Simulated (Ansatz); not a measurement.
The cluster Au3I2: single points at one geometry.

```yaml
crystal:
  periodic: [false, false, false]
  atoms:
    - {symbol: Au, position_ang: [-0.081071, 1.583986, -0.197398]}
    - {symbol: Au, position_ang: [0.735199, -1.022839, 0.150790]}
    - {symbol: Au, position_ang: [-2.648395, 1.706376, -0.300842]}
    - {symbol: I, position_ang: [2.554899, 0.964443, -0.027552]}
    - {symbol: I, position_ang: [-0.560633, -3.231967, 0.375001]}
basis:
  gaussian: {orbitals: def2-TZVP, initial_orbitals: start.molden}
magnetization: {spin_polarized: true, initial_magnetization: 1}
hamiltonian: {xc: pbe}
correlation: {method: rpa}
scf: {omitted_lower_state_checks: [starts]}
```

The file start.molden holds the orbitals of an earlier run on this structure, at another level or in another basis.

```sh
$ ansatz run in.yaml --threads 4 --pin off --events-out ev --progress --plain --max-ram 4787MiB
```

It prints (some lines left out):

```
Functional definition: PBE
2088 factors; integrals over basis functions are off by at most 3.0e-4 eV
mean field evaluation 1: about -27289.3623 eV, gradient 7.2e0 eV
mean field evaluation 2: about -27289.5867 eV, gradient 4.0e-1 eV
mean field evaluation 4: about -27289.5871 eV, gradient 8.8e-2 eV
mean field evaluation 8: about -27289.5874 eV, gradient 4.2e-5 eV
mean field -27289.58735118 eV, -1002.8738376093 hartree, gradient 1.4e-6 eV, S^2 0.751399; 0 other end points of the search recorded, 0 dependent functions left out
8 core orbitals not correlated: weight in the atoms' cores, before any rotation towards them, 1.000 or more for the frozen orbitals, at most 0.000 for the correlated occupied ones
reference -27148.54110560 eV, -997.6904836887 hartree; 46, 45 occupied and 166, 167 virtual orbitals, 2088 factors
Total energy: -27226.98781141 eV, -1000.5733469543 hartree
Checks for a lower state left out: starts
```

Run time 16 s (4 threads of Intel Xeon on a shared host), peak host memory 1.1 GiB.

First input, but with `hamiltonian: {xc: r2scan, dispersion: d4}`, `output: {orbitals: {seedname: orbitals}}` and without the key `correlation` (abridged; 12 s):

```
Functional definition: r2SCAN
mean field -27297.86899829 eV, -1003.1781825270 hartree, gradient 1.0e-5 eV, S^2 0.754386
Total energy: -27297.93980245 eV, -1003.1807845317 hartree
Checks for a lower state left out: starts
```

As the first input, with `hamiltonian: {xc: pbe0, dispersion: d4}`, `output: {orbitals: {seedname: orbitals}}` and without the key `correlation` (abridged; 12 s):

```
Functional definition: PBE0
mean field -27286.74978489 eV, -1002.7695589713 hartree, gradient 8.1e-6 eV, S^2 0.758829
Total energy: -27287.04053673 eV, -1002.7802439045 hartree
Checks for a lower state left out: starts
```

The first input with `gaussian: {orbitals: def2-SVP, initial_orbitals: start.molden}`, `hamiltonian: {xc: pbe0, dispersion: d4}`, `output: {orbitals: {seedname: orbitals}}` and without the key `correlation` (abridged; 7 s):

```
Functional definition: PBE0
mean field -27285.47189394 eV, -1002.7225973450 hartree, gradient 1.8e-5 eV, S^2 0.758179
Total energy: -27285.76264536 eV, -1002.7332822630 hartree
Checks for a lower state left out: starts
```

The first input with `correlation: {method: mp2}`, `output: {orbitals: {seedname: orbitals}}` and without the key `hamiltonian` (abridged; 11 s):

```
Functional definition: HF
mean field -27152.18666219 eV, -997.8244554222 hartree, gradient 7.1e-6 eV, S^2 0.772387
8 core orbitals not correlated: weight in the atoms' cores, before any rotation towards them, 1.000 or more for the frozen orbitals, at most 0.000 for the correlated occupied ones
second order -61.67201024 eV of doubles, -0.00000000 eV of singles
Total energy: -27213.85867243 eV, -1000.0908599958 hartree
Checks for a lower state left out: starts
```

As the first input, with `gaussian: {orbitals: def2-SVP, initial_orbitals: start.molden}`, `hamiltonian: {xc: pbe, dispersion: d4}`, `output: {orbitals: {seedname: orbitals}}` and without the key `correlation` (abridged; 4.6 s):

```
Functional definition: PBE
mean field evaluation 16: about -27288.2643 eV, gradient 4.6e-6 eV
mean field -27288.26431966 eV, -1002.8252170977 hartree, gradient 4.6e-6 eV, S^2 0.751112
Total energy: -27288.59164690 eV, -1002.8372461517 hartree
Checks for a lower state left out: starts
```

The first input with `hamiltonian: {xc: hse06, dispersion: d4}`, `output: {orbitals: {seedname: orbitals}}` and without the key `correlation` (abridged; 11 s):

```
Functional definition: HSE06
mean field -27286.67477786 eV, -1002.7668025140 hartree, gradient 1.9e-5 eV, S^2 0.757571
Total energy: -27286.96047425 eV, -1002.7773016625 hartree
Checks for a lower state left out: starts
```

Geometry: PBE-D4/def2-SVP.

In the def2 sets Au, I take a core potential; there is no spin–orbit coupling. HSE06 is defined as in plane-wave codes, on full-range PBE exchange. Correlated methods freeze 8 core orbitals; core or outer-core shells of Au, I are correlated, in sets that lack core-valence functions. At PBE-D4/def2-SVP the gap within one spin of the charge 0 doublet nearly closes, so an electron or hole may be smeared out by delocalisation error. No other spin state of charge 0 was run. Another isomer (doublet) lies 0.73 eV lower at PBE0-D4/def2-TZVP; other spin states weren't run for this one.
